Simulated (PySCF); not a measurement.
ClH2NPb, SMILES [NH2][Pb][Cl] (connectivity only; charge and spin as stated), neutral, multiplicity 1.

Geometry: PBE-D3(BJ)/def2-TZVP. The def2 effective core potentials stand for the cores of Pb; spin–orbit coupling is left out. The values are those of a single conformer.

Computed with PySCF with TDA-CAM-B3LYP/def2-SVPD.

Vertical excitations. Gas-phase values at a fixed geometry. State labels are in the subgroup Cs.

Task: Estimate the UV-visible absorptions. (Estimate from the structure and the level; the computed values follow.)

Result: 
```json
[
 {"state": "S1", "symmetry": "A\"", "energy (eV)": "4.52", "λ (nm)": "274", "f": "0.032", "main pairs": "HOMO−1→LUMO 98 %"},
 {"state": "S2", "symmetry": "A'", "energy (eV)": "4.64", "λ (nm)": "267", "f": "0.070", "main pairs": "HOMO→LUMO 91 %"},
 {"state": "S3", "symmetry": "A\"", "energy (eV)": "5.12", "λ (nm)": "242", "f": "0.011", "main pairs": "HOMO−2→LUMO 97 %"},
 {"state": "S4", "symmetry": "A\"", "energy (eV)": "5.35", "λ (nm)": "232", "f": "0.015", "main pairs": "HOMO→LUMO+1 94 %"},
 {"state": "S5", "symmetry": "A'", "energy (eV)": "5.46", "λ (nm)": "227", "f": "0.010", "main pairs": "HOMO−3→LUMO 86 %"},
 {"state": "S6", "symmetry": "A\"", "energy (eV)": "6.06", "λ (nm)": "205", "f": "0.013", "main pairs": "HOMO−4→LUMO 88 %"},
 {"state": "S7", "symmetry": "A'", "energy (eV)": "6.09", "λ (nm)": "204", "f": "0.083", "main pairs": "HOMO−1→LUMO+1 66 %, HOMO−2→LUMO+1 20 %"},
 {"state": "S8", "symmetry": "A\"", "energy (eV)": "6.13", "λ (nm)": "202", "f": "0.013", "main pairs": "HOMO→LUMO+2 57 %, HOMO→LUMO+3 28 %"},
 {"state": "S9", "symmetry": "A\"", "energy (eV)": "6.49", "λ (nm)": "191", "f": "0.012", "main pairs": "HOMO−3→LUMO+1 85 %"},
 {"state": "S10", "symmetry": "A'", "energy (eV)": "6.79", "λ (nm)": "183", "f": "0.359", "main pairs": "HOMO−2→LUMO+1 63 %, HOMO−1→LUMO+1 15 %, HOMO−4→LUMO+1 10 %"},
 {"state": "T1", "symmetry": "A'", "energy (eV)": "3.24", "λ (nm)": "382", "f": "0", "main pairs": "HOMO→LUMO 95 %"},
 {"state": "T2", "symmetry": "A\"", "energy (eV)": "3.77", "λ (nm)": "329", "f": "0", "main pairs": "HOMO−1→LUMO 86 %"},
 {"state": "T3", "symmetry": "A'", "energy (eV)": "4.93", "λ (nm)": "252", "f": "0", "main pairs": "HOMO−3→LUMO 94 %"},
 {"state": "T4", "symmetry": "A\"", "energy (eV)": "4.93", "λ (nm)": "251", "f": "0", "main pairs": "HOMO−2→LUMO 89 %"}
]
```
Triplets are in the Tamm–Dancoff approximation.
